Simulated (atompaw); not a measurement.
# What one change does to a pseudopotential (zirconium (Zr), PAW (atompaw))

Zr (Z = 40), PAW, made with atompaw 4.2.0.5 (PBEsol, scalar-relativistic). Core [Ar] 3d10 4s2, reference 4p6 4d2 5s1 5p0 (charge +1). Waves: 5s (bound): rc 3.00 bohr; 5s channel at 0.05 Ry: rc 3.00 bohr; 4p (bound): rc 1.50 bohr; 5p (bound, empty): rc 3.00 bohr; 4d (bound): rc 3.00 bohr; 4d channel at 1.3 Ry: rc 3.00 bohr. Local part: bessel scheme, radius 2.80 bohr. Core correction: smooth core density matched at 2.85 bohr. Augmentation charge: sinc compensation charge, radius 2.75 bohr; PAW radius 3.00 bohr; waves and projectors: custom polynom2 7 10 vanderbiltortho.

Change: reference 4p6 4d2 5s2 5p0.

Cutoffs: the cutoffs (Ry, on a coarse ladder) from which the occupation-weighted sum of valence levels, in a spherical-Bessel basis at the reference potential, stays within 10 and 1 mRy of its value at 400 Ry; they do not see the model core or the augmentation charge, which bear on the density cutoff.

Task: What does the change do?

Result: The potential gets neither clearly harder nor softer (25 Ry and 50 Ry → 25 Ry and 50 Ry); the range in which the d phases agree narrows (upper end 3.7 → 1.9); neither file shows a bound ghost.

```csv
quantity,base,changed
"cutoff, loose",25 Ry,25 Ry
"cutoff, tight",50 Ry,50 Ry
bound ghosts,none,none
s: phases at 3.02 bohr within 0.05 rad from the reference energy up to (Ry; the scan ends near 5),2.0,2.0
p: phases at 3.02 bohr within 0.05 rad from the reference energy up to (Ry; the scan ends near 5),3.4,3.7
d: phases at 3.02 bohr within 0.05 rad from the reference energy up to (Ry; the scan ends near 5),3.7,1.9
lowest overlap eigenvalue by channel,"s 0.52, p 0.51, d 0.91","s 0.48, p 0.51, d 0.91"
```

 The cutoffs see the waves, projectors and local potential, not the compensation charge or the core.
